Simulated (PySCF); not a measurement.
Electron correlation in P (phosphorus, neutral)

[Ne] 3s1 3p4, high-spin 4P determinant (an excited configuration). Computed with PySCF 2.14 in dyall-av2z (13s9p2d, 50 functions), with the non-relativistic Hamiltonian (point nucleus). Frozen: [Ne]; 5 electrons correlated; the 16 highest virtual orbitals of each spin left out.

MP2 pair energies summed by pair of shells (mhartree):

```tsv
pair	energy	share (%)
3p-3p	-60.01	89.4
3s-3p	-7.09	10.6
```

Total MP2 correlation energy: -67.10 mhartree.

Same-spin part -19.32 and opposite-spin part -47.79 mhartree; SCS-MP2 scales them by 1/3 and 6/5 to -63.78 mhartree.
